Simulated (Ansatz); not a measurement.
Input file for C$_{2}$H$_{10}$Si$_{3}$ (`C=C[SiH]([SiH3])[SiH3]`):

```yaml
crystal:
  periodic: [false, false, false]
  atoms:
    - {symbol: C, position_ang: [-0.767786, 0.035137, 2.625271]}
    - {symbol: C, position_ang: [-0.714645, -0.419465, 1.375927]}
    - {symbol: Si, position_ang: [0.271091, 0.392965, 0.017968]}
    - {symbol: Si, position_ang: [1.879561, -1.087143, -0.823357]}
    - {symbol: Si, position_ang: [-1.133591, 1.037092, -1.742025]}
    - {symbol: H, position_ang: [-1.351891, -0.462159, 3.394591]}
    - {symbol: H, position_ang: [-0.228476, 0.926077, 2.933804]}
    - {symbol: H, position_ang: [-1.278904, -1.318497, 1.131228]}
    - {symbol: H, position_ang: [0.950575, 1.597933, 0.577127]}
    - {symbol: H, position_ang: [2.629276, -0.458001, -1.944779]}
    - {symbol: H, position_ang: [1.208374, -2.312527, -1.338441]}
    - {symbol: H, position_ang: [2.847702, -1.489580, 0.232754]}
    - {symbol: H, position_ang: [-0.337843, 1.630490, -2.851126]}
    - {symbol: H, position_ang: [-1.852248, -0.156253, -2.268191]}
    - {symbol: H, position_ang: [-2.142997, 2.033430, -1.291453]}
basis:
  gaussian: {orbitals: def2-TZVPP}
correlation: {method: ccsd_t}
```

```sh
$ ansatz run in.yaml --threads 2 --pin off --events-out ev --progress --plain --max-ram 22528MiB --backend cuda --devices 0, --max-vram 18GiB
```

The program prints (abridged):

```
Functional definition: HF
1866 factors; integrals over basis functions are off by at most 6.5e-4 eV
mean field evaluation 1: about -25802.9774 eV, gradient 3.0e1 eV
mean field evaluation 2: about -25803.2812 eV, gradient 3.1e1 eV
mean field evaluation 4: about -25806.8768 eV, gradient 4.0e0 eV
mean field evaluation 8: about -25806.9544 eV, gradient 2.5e-1 eV
mean field -25806.95469571 eV, -948.3880924853 hartree, gradient 6.1e-6 eV, S^2 0.000000; 0 other end points of the search recorded, 0 dependent functions left out
17 core orbitals not correlated: weight in the atoms' cores, before any rotation towards them, 1.000 or more for the frozen orbitals, at most 0.000 for the correlated occupied ones
reference -25806.95469571 eV, -948.3880924853 hartree; 15, 15 occupied and 296, 296 virtual orbitals, 1866 factors
second order -19.17687349 eV of doubles, -0.00000000 eV of singles
cycle   1  -20.60391096 eV  change    -1.4e0 eV  update   1.1e-1
cycle   2  -21.30241480 eV  change   -7.0e-1 eV  update   3.6e-2
cycle   3  -21.39000259 eV  change   -8.8e-2 eV  update   1.4e-2
cycle   4  -21.38383155 eV  change    6.2e-3 eV  update   4.4e-3
cycle   5  -21.38316629 eV  change    6.7e-4 eV  update   1.6e-3
cycle   6  -21.38285249 eV  change    3.1e-4 eV  update   4.3e-4
cycle   7  -21.38278321 eV  change    6.9e-5 eV  update   1.4e-4
cycle   8  -21.38283488 eV  change   -5.2e-5 eV  update   5.2e-5
cycle   9  -21.38283504 eV  change   -1.6e-7 eV  update   2.0e-5
perturbative correction -0.88125700 eV, -0.0323855973 hartree
Total energy: -25829.21878775 eV, -949.2062827765 hartree
```

Run time 4.7 s (2 threads of an AMD EPYC 7R13 on a shared host and a share of an NVIDIA H100 80 GB); peak host memory 1.3 GiB.

MP2 recovers 86.1 % of the CCSD(T) correlation energy and the triples give 4.0 %; T1 = 0.0131.
